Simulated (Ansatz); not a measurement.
Ansatz (a program for electronic structure) input (B3LYP/6-31G*):

Ansatz 0.2 input:
```yaml
crystal:
  periodic: [false, false, false]
  atoms:
    - {symbol: Si, position_ang: [-0.00000000, 0.00000000, -0.00000000]}
    - {symbol: H, position_ang: [-0.01761872, -0.02304603, 1.61772921]}
    - {symbol: H, position_ang: [0.01761872, 0.02304603, -1.61772921]}
    - {symbol: H, position_ang: [1.54279158, 0.00636922, 0.01689331]}
    - {symbol: H, position_ang: [-0.77711919, 1.33285663, 0.01052414]}
    - {symbol: H, position_ang: [-0.76567238, -1.33922585, -0.02741745]}
basis:
  gaussian:
    orbitals: 6-31G*
hamiltonian:
  xc: {name: B3LYP}
total_charge: -1
phonons: {temperatures: {t_min: 298.15, t_max: 298.15, t_step: 100}}
```

Output:

```
Functional definition: B3LYP
integrals: 0.01 GiB planned
354 factors; integrals over basis functions are off by at most 7.5e-4 eV
mean field: 0.07 GiB planned
mean field evaluation 1: about -7957.3486 eV, gradient 9.7e0 eV
mean field evaluation 2: about -7957.5646 eV, gradient 4.5e0 eV
mean field evaluation 4: about -7957.6321 eV, gradient 6.4e-2 eV
mean field evaluation 8: about -7957.6326 eV, gradient 7.8e-4 eV
mean field -7957.63259490 eV, -292.4376039853 hartree, gradient 6.2e-5 eV, S^2 0.000000; 0 other end points of the search recorded, 0 dependent functions left out
the calculation of the forces begins
reference -7957.63279289 eV, -292.4376112615 hartree; 10, 10 occupied and 19, 19 virtual orbitals, 354 factors
these checks for a lower state are left out or cut short: stability, starts, cluster_reference, orbital_swaps, neighbouring_geometries, increment
integrals: 0.01 GiB planned
354 factors; integrals over basis functions are off by at most 7.5e-4 eV
mean field: 0.07 GiB planned
mean field evaluation 16: about -7957.6325 eV, gradient 2.9e-6 eV
mean field -7957.63251311 eV, -292.4376009798 hartree, gradient 2.9e-6 eV, S^2 0.000000; 0 other end points of the search recorded, 0 dependent functions left out
the calculation of the forces begins
reference -7957.63271116 eV, -292.4376082578 hartree; 10, 10 occupied and 19, 19 virtual orbitals, 354 factors
these checks for a lower state are left out or cut short: stability, starts, cluster_reference, orbital_swaps, neighbouring_geometries, increment
integrals: 0.01 GiB planned
354 factors; integrals over basis functions are off by at most 7.5e-4 eV
mean field: 0.07 GiB planned
mean field -7957.63251310 eV, -292.4376009792 hartree, gradient 2.8e-6 eV, S^2 0.000000; 0 other end points of the search recorded, 0 dependent functions left out
the calculation of the forces begins
reference -7957.63271105 eV, -292.4376082538 hartree; 10, 10 occupied and 19, 19 virtual orbitals, 354 factors
these checks for a lower state are left out or cut short: stability, starts, cluster_reference, orbital_swaps, neighbouring_geometries, increment
integrals: 0.01 GiB planned
354 factors; integrals over basis functions are off by at most 7.5e-4 eV
mean field: 0.07 GiB planned
mean field -7957.63257393 eV, -292.4376032150 hartree, gradient 1.5e-6 eV, S^2 0.000000; 0 other end points of the search recorded, 0 dependent functions left out
the calculation of the forces begins
reference -7957.63277196 eV, -292.4376104924 hartree; 10, 10 occupied and 19, 19 virtual orbitals, 354 factors
these checks for a lower state are left out or cut short: stability, starts, cluster_reference, orbital_swaps, neighbouring_geometries, increment
integrals: 0.01 GiB planned
354 factors; integrals over basis functions are off by at most 7.5e-4 eV
mean field: 0.07 GiB planned
mean field evaluation 32: about -7957.6326 eV, gradient 4.7e-2 eV
mean field -7957.63256272 eV, -292.4376028028 hartree, gradient 1.6e-6 eV, S^2 0.000000; 0 other end points of the search recorded, 0 dependent functions left out
the calculation of the forces begins
reference -7957.63276068 eV, -292.4376100779 hartree; 10, 10 occupied and 19, 19 virtual orbitals, 354 factors
these checks for a lower state are left out or cut short: stability, starts, cluster_reference, orbital_swaps, neighbouring_geometries, increment
integrals: 0.01 GiB planned
354 factors; integrals over basis functions are off by at most 7.5e-4 eV
mean field: 0.07 GiB planned
mean field -7957.63258554 eV, -292.4376036415 hartree, gradient 2.0e-6 eV, S^2 0.000000; 0 other end points of the search recorded, 0 dependent functions left out
the calculation of the forces begins
reference -7957.63278354 eV, -292.4376109178 hartree; 10, 10 occupied and 19, 19 virtual orbitals, 354 factors
these checks for a lower state are left out or cut short: stability, starts, cluster_reference, orbital_swaps, neighbouring_geometries, increment
integrals: 0.01 GiB planned
354 factors; integrals over basis functions are off by at most 7.5e-4 eV
mean field: 0.07 GiB planned
mean field -7957.63258551 eV, -292.4376036403 hartree, gradient 1.0e-6 eV, S^2 0.000000; 0 other end points of the search recorded, 0 dependent functions left out
the calculation of the forces begins
reference -7957.63278350 eV, -292.4376109164 hartree; 10, 10 occupied and 19, 19 virtual orbitals, 354 factors
these checks for a lower state are left out or cut short: stability, starts, cluster_reference, orbital_swaps, neighbouring_geometries, increment
integrals: 0.01 GiB planned
354 factors; integrals over basis functions are off by at most 7.5e-4 eV
mean field: 0.07 GiB planned
mean field -7957.63257659 eV, -292.4376033125 hartree, gradient 1.2e-6 eV, S^2 0.000000; 0 other end points of the search recorded, 0 dependent functions left out
the calculation of the forces begins
reference -7957.63277457 eV, -292.4376105882 hartree; 10, 10 occupied and 19, 19 virtual orbitals, 354 factors
these checks for a lower state are left out or cut short: stability, starts, cluster_reference, orbital_swaps, neighbouring_geometries, increment
integrals: 0.01 GiB planned
354 factors; integrals over basis functions are off by at most 7.5e-4 eV
mean field: 0.07 GiB planned
mean field -7957.63257760 eV, -292.4376033498 hartree, gradient 1.1e-6 eV, S^2 0.000000; 0 other end points of the search recorded, 0 dependent functions left out
the calculation of the forces begins
reference -7957.63277561 eV, -292.4376106265 hartree; 10, 10 occupied and 19, 19 virtual orbitals, 354 factors
these checks for a lower state are left out or cut short: stability, starts, cluster_reference, orbital_swaps, neighbouring_geometries, increment
integrals: 0.01 GiB planned
354 factors; integrals over basis functions are off by at most 7.5e-4 eV
mean field: 0.07 GiB planned
mean field evaluation 64: about -7957.6326 eV, gradient 7.2e-6 eV
mean field -7957.63256365 eV, -292.4376028370 hartree, gradient 1.7e-6 eV, S^2 0.000000; 0 other end points of the search recorded, 0 dependent functions left out
the calculation of the forces begins
reference -7957.63276165 eV, -292.4376101134 hartree; 10, 10 occupied and 19, 19 virtual orbitals, 354 factors
these checks for a lower state are left out or cut short: stability, starts, cluster_reference, orbital_swaps, neighbouring_geometries, increment
integrals: 0.01 GiB planned
354 factors; integrals over basis functions are off by at most 7.5e-4 eV
mean field: 0.07 GiB planned
mean field -7957.63256538 eV, -292.4376029006 hartree, gradient 1.6e-6 eV, S^2 0.000000; 0 other end points of the search recorded, 0 dependent functions left out
the calculation of the forces begins
reference -7957.63276337 eV, -292.4376101766 hartree; 10, 10 occupied and 19, 19 virtual orbitals, 354 factors
these checks for a lower state are left out or cut short: stability, starts, cluster_reference, orbital_swaps, neighbouring_geometries, increment
integrals: 0.01 GiB planned
354 factors; integrals over basis functions are off by at most 7.5e-4 eV
mean field: 0.07 GiB planned
mean field -7957.63258378 eV, -292.4376035767 hartree, gradient 7.0e-7 eV, S^2 0.000000; 0 other end points of the search recorded, 0 dependent functions left out
the calculation of the forces begins
reference -7957.63278175 eV, -292.4376108521 hartree; 10, 10 occupied and 19, 19 virtual orbitals, 354 factors
these checks for a lower state are left out or cut short: stability, starts, cluster_reference, orbital_swaps, neighbouring_geometries, increment
integrals: 0.01 GiB planned
354 factors; integrals over basis functions are off by at most 7.5e-4 eV
mean field: 0.07 GiB planned
mean field -7957.63258299 eV, -292.4376035479 hartree, gradient 7.3e-7 eV, S^2 0.000000; 0 other end points of the search recorded, 0 dependent functions left out
the calculation of the forces begins
reference -7957.63278101 eV, -292.4376108250 hartree; 10, 10 occupied and 19, 19 virtual orbitals, 354 factors
Total energy: -7957.63279289 eV, -292.4376112615 hartree
Atom 0 at     0.000000     0.000000     0.000000 Å, force    -0.000044    -0.000000    -0.000000 eV/Å
Atom 1 at    -0.017619    -0.023046     1.617729 Å, force     0.000008     0.000033    -0.002289 eV/Å
Atom 2 at     0.017619     0.023046    -1.617729 Å, force    -0.000041    -0.000033     0.002288 eV/Å
Atom 3 at     1.542792     0.006369     0.016893 Å, force    -0.000360    -0.000001    -0.000004 eV/Å
Atom 4 at    -0.777119     1.332857     0.010524 Å, force     0.000220    -0.000386    -0.000003 eV/Å
Atom 5 at    -0.765672    -1.339226    -0.027417 Å, force     0.000217     0.000388     0.000008 eV/Å
Dipole moment:     0.000007     0.000000     0.000000 e Å
Vibrations: 495.31 495.42 1046.64 1073.45 1073.45 1234.37 1234.37 1401.43 1551.40 1910.96 1910.98 1949.78 cm⁻¹, zero-point energy 0.953287 eV
```

The blocks after the first are displaced geometries, from whose forces the wavenumbers follow.

The dipole moment of an ion depends on the origin.
